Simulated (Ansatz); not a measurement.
HNP (SMILES N#[PH+]), charge +1, singlet, geometry from GFN2-xTB; B97M-V/6-311G** (Ansatz, a quantum-chemistry and plane-wave program).

Here is a job for Ansatz.
Ansatz 0.2 input:
```yaml
crystal:
  periodic: [false, false, false]
  atoms:
    - {symbol: N, position_ang: [-0.00000000, -0.00000000, -1.07058933]}
    - {symbol: P, position_ang: [0.00000000, 0.00000000, 0.38043653]}
    - {symbol: H, position_ang: [0.00000000, 0.00000000, 1.78757733]}
basis:
  gaussian:
    orbitals: 6-311G__.json
hamiltonian:
  xc: {name: B97M-V}
total_charge: 1
accuracy: high
```
The basis file holds 6-311G** in the JSON format of the Basis Set Exchange.

### Question
Write the output that Ansatz gives for this input, abridged.

### Answer

```
Functional definition: B97M-V
795 factors; integrals over basis functions are off by at most 4.3e-9 eV
mean field evaluation 1: about -10753.0288 eV, gradient 1.1e2 eV
mean field evaluation 2: about -10604.3108 eV, gradient 1.9e2 eV
mean field evaluation 4: about -10779.0585 eV, gradient 1.6e1 eV
mean field evaluation 8: about -10779.8120 eV, gradient 2.7e-1 eV
mean field evaluation 16: about -10779.8106 eV, gradient 8.4e-5 eV
mean field -10779.81062477 eV, -396.1507336423 hartree, gradient 2.3e-8 eV, S^2 0.000000; 0 other end points of the search recorded, 0 dependent functions left out
reference -10779.81062937 eV, -396.1507338112 hartree; 11, 11 occupied and 40, 40 virtual orbitals, 795 factors
Total energy: -10779.81062937 eV, -396.1507338112 hartree
```
